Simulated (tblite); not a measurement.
[In7P8H24]+ (III V hydride cut) at step 2 of a GFN2-xTB optimisation (tblite, gas phase), coordinates in Å:

```
  1 P    -4.1275   -0.6652    1.7746
  2 In   -4.2796   -0.7009   -0.7782
  3 P    -4.1176    1.7275   -1.5958
  4 P     2.0807   -1.8638   -1.5992
  5 P    -2.0799   -1.8659   -1.5943
  6 P     4.1221   -0.6672    1.7749
  7 In    4.2775   -0.6995   -0.7776
  8 P     0.0000   -0.6545    1.7860
  9 In    0.0006   -0.6270   -0.7288
 10 In    2.0639   -1.9548    2.7430
 11 In   -2.0627   -1.9539    2.7421
 12 P     4.1211    1.7264   -1.5987
 13 P    -0.0019    1.7226   -1.6307
 14 In    2.0647    3.0636   -0.7103
 15 In   -2.0650    3.0662   -0.7063
 16 H    -5.2783   -1.2789    2.2547
 17 H    -4.1864    0.6293    2.2591
 18 H    -5.5610   -1.4947   -1.3397
 19 H    -4.1920    1.7439   -2.9836
 20 H    -5.2772    2.3738   -1.1795
 21 H     2.0767   -1.9046   -2.9951
 22 H     2.0789   -3.1783   -1.1812
 23 H    -2.0755   -1.9036   -2.9860
 24 H    -2.0837   -3.1861   -1.1812
 25 H     5.2807   -1.2781    2.2509
 26 H     4.1820    0.6296    2.2612
 27 H     5.5605   -1.4896   -1.3391
 28 H     0.0000    0.6521    2.2348
 29 H     2.0736   -1.8434    4.3514
 30 H     2.0739   -3.4852    2.0221
 31 H    -2.0696   -1.8435    4.3497
 32 H    -2.0749   -3.4851    2.0188
 33 H     4.1912    1.7426   -2.9844
 34 H     5.2806    2.3713   -1.1798
 35 H     0.0010    1.7207   -2.9928
 36 H     2.0722    4.5386   -1.3518
 37 H     2.0739    2.8895    0.9705
 38 H    -2.0708    4.5411   -1.3516
 39 H    -2.0735    2.8863    0.9733
```

(1) What are the forces on the atoms (eV/Å)?

## Answers

(1) 
```
  1 P     0.53   -0.32   -0.09
  2 In    0.28    0.40    0.19
  3 P     0.47   -0.03    0.22
  4 P     0.34    0.47    0.04
  5 P    -0.35    0.39    0.13
  6 P    -0.44   -0.28   -0.06
  7 In   -0.29    0.40    0.19
  8 P     0.01   -0.47    0.41
  9 In    0.00    0.13    0.02
 10 In   -0.17   -0.13   -0.52
 11 In    0.14   -0.13   -0.55
 12 P    -0.49   -0.02    0.27
 13 P     0.01    0.61    0.61
 14 In   -0.22   -0.49    0.30
 15 In    0.22   -0.47    0.29
 16 H    -0.02    0.34    0.03
 17 H    -0.33    0.00    0.07
 18 H    -0.89   -0.62   -0.43
 19 H    -0.33    0.10    0.11
 20 H     0.01   -0.09   -0.34
 21 H     0.00   -0.36    0.18
 22 H     0.00   -0.22   -0.29
 23 H     0.00   -0.36    0.10
 24 H     0.00   -0.14   -0.31
 25 H    -0.04    0.36    0.01
 26 H     0.32   -0.05    0.05
 27 H     0.90   -0.63   -0.43
 28 H     0.00    0.15   -0.11
 29 H    -0.02    0.20    0.95
 30 H    -0.02   -0.03   -0.27
 31 H     0.02    0.20    0.96
 32 H     0.02   -0.02   -0.26
 33 H     0.34    0.11    0.07
 34 H    -0.02   -0.09   -0.35
 35 H     0.00   -0.13   -0.45
 36 H    -0.03    0.86   -0.52
 37 H    -0.01   -0.23    0.13
 38 H     0.03    0.83   -0.50
 39 H     0.01   -0.23    0.13
```
